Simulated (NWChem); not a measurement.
Molecule: SiNH4Cl; SMILES N[SiH2]Cl

```xyz
7

Si     0.5732    -0.5018     0.0451
N     -0.6111    -1.7419     0.1395
Cl    -0.1458     1.4254    -0.3828
H      1.5006    -0.8365    -1.0566
H      1.2349    -0.3985     1.3633
H     -1.2455    -1.7767     0.9293
H     -1.0663    -2.0721    -0.7038
```
Atoms are numbered in this order, from 1.

All runs: NWChem. Geometry optimised at B3LYP/6-31G*; all other runs use it. Pople sets run with spherical d functions.

```tsv
quantity	level	value
solvation free energy (kcal/mol) in water	B3LYP/6-31G*, SMD	-2.7
vertical, lowest excitation, singlet (eV)	PBE0/def2-SVPD, TDA	6.87
−ε(HOMO) (eV)	PBE/def2-SVP	6.33
isotropic polarisability (bohr³), static	PBE0/def2-SVPD	50.0
dipole (D)	B3LYP/6-31G*	2.41
highest harmonic frequency (cm⁻¹)	B3LYP/6-31G*	3650
```
